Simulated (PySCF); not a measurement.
Isomers of C2H4B2. All species are isolated molecules in the gas phase. One relaxed conformer stands for each flexible species; it need not be the lowest. Strings in code marks are SMILES.

All values below come from TPSSh-D3(BJ)/def2-TZVP // CAM-B3LYP-D3(BJ)/def2-TZVP in PySCF. Delta-SCF ions had no search for a lower state. Excitations are Tamm–Dancoff values on a coarser integration grid. The basis has no diffuse functions, so Rydberg states are missing or too high.

| species | HOMO (eV) | S1–T1 gap (TDA) (eV) | S1 oscillator strength | vertical ionisation energy (Delta-SCF) (eV) | LUMO (eV) |
|---|---|---|---|---|---|
| `B1=BCC1` | -4.78 | 1.63 | 0.044 | 7.28 | -2.99 |
| `B=C=BC` | -6.50 | – | 0.000 | 9.21 | -1.60 |
| `CC1=BB1` | -7.24 | 1.34 | 0.004 | 10.00 | -2.55 |
| `[H]/B=C/C=B/[H]` | -4.82 | 0.31 | 0.000 | 7.33 | -1.81 |
